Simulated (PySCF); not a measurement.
Gas-phase reaction: InH3 + 2 SH ⇌ InH + 2 H2S

Method: PySCF energies plus ideal-gas RRHO corrections (1 bar). † marks an energy on the PBE0/def2-TZVP geometry and frequencies. MP2 and CCSD(T) freeze the core. Open shells (unrestricted): SH (multiplicity 2, electronic degeneracy 4); the rest are closed-shell singlets. Spin-orbit splitting is ignored; it lowers the true energy and changes the entropy of SH. B3LYP is the form with VWN-RPA correlation. In: scalar-relativistic def2 core potential, no spin-orbit coupling. InH3, InH: computed as isolated molecules; such fragments, hydroxides, amides, oligomers or adducts are transient or little studied in the gas. MP2 isn't extrapolated to the basis-set limit; its ΔH°(298 K) is -290.6 kJ in def2-SVP and -330.1 kJ in def2-TZVPP. CCSD(T) isn't extrapolated to the basis-set limit; its ΔH°(298 K) is -293.1 kJ in def2-SVP and -308.9 kJ in def2-TZVPP. The harmonic model lacks anharmonicity and excited electronic states, which grow with temperature; levels with a mode under 35 cm⁻¹ are left out.

ΔH° and ΔS° at 298 K: B3LYP/def2-TZVP† -319 kJ, -6 J/K; CCSD(T)/def2-TZVPP† -309 kJ, -6 J/K; MP2/def2-SVP† -291 kJ, -6 J/K; PBE/def2-TZVP† -333 kJ, -6 J/K; ωB97M-V/def2-TZVP† -316 kJ, -6 J/K.

Question: With the heat capacities included, give log10 K (1 bar) at 500, 600, 800, 1000, 2500 K from B3LYP/def2-TZVP†, CCSD(T)/def2-TZVPP†, MP2/def2-SVP†, PBE/def2-TZVP†, ωB97M-V/def2-TZVP†.

Answer: 
```json
[
 {"T (K)": "500", "B3LYP/def2-TZVP†": "33.0", "CCSD(T)/def2-TZVPP†": "31.9", "MP2/def2-SVP†": "30.0", "PBE/def2-TZVP†": "34.4", "ωB97M-V/def2-TZVP†": "32.6"},
 {"T (K)": "600", "B3LYP/def2-TZVP†": "27.4", "CCSD(T)/def2-TZVPP†": "26.5", "MP2/def2-SVP†": "24.9", "PBE/def2-TZVP†": "28.6", "ωB97M-V/def2-TZVP†": "27.1"},
 {"T (K)": "800", "B3LYP/def2-TZVP†": "20.3", "CCSD(T)/def2-TZVPP†": "19.7", "MP2/def2-SVP†": "18.5", "PBE/def2-TZVP†": "21.3", "ωB97M-V/def2-TZVP†": "20.1"},
 {"T (K)": "1000", "B3LYP/def2-TZVP†": "16.1", "CCSD(T)/def2-TZVPP†": "15.6", "MP2/def2-SVP†": "14.6", "PBE/def2-TZVP†": "16.8", "ωB97M-V/def2-TZVP†": "15.9"},
 {"T (K)": "2500", "B3LYP/def2-TZVP†": "5.8", "CCSD(T)/def2-TZVPP†": "5.6", "MP2/def2-SVP†": "5.2", "PBE/def2-TZVP†": "6.1", "ωB97M-V/def2-TZVP†": "5.7"}
]
```
